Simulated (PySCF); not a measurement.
## Radial density of In²⁺ (indium, charge +2)

M06-2X, [Kr] 4d10 5s1, 2S determinant. Computed with PySCF 2.14 in x2c-SVPall, with scalar relativity by spin-free X2C-1e.

| r (bohr) | 4πr²ρ (e/bohr) | 4πr²(ρα − ρβ) |
| --- | --- | --- |
| 0.0236 | 62.58 | 0.0047 |
| 0.0397 | 53.79 | -0.0002 |
| 0.0667 | 69.99 | 0.0155 |
| 0.112 | 75.07 | 0.0130 |
| 0.189 | 55.00 | 0.0175 |
| 0.317 | 61.21 | 0.0290 |
| 0.534 | 20.18 | 0.0672 |
| 0.898 | 21.23 | 0.0319 |
| 1.51 | 6.649 | 0.2867 |
| 2.54 | 0.9633 | 0.4718 |
| 4.27 | 0.04877 | 0.0480 |
| 7.19 | 2.604e-05 | 0.0000 |

Densities and radii are taken from the X2C orbitals without a picture-change correction, which distorts them close to the nucleus.
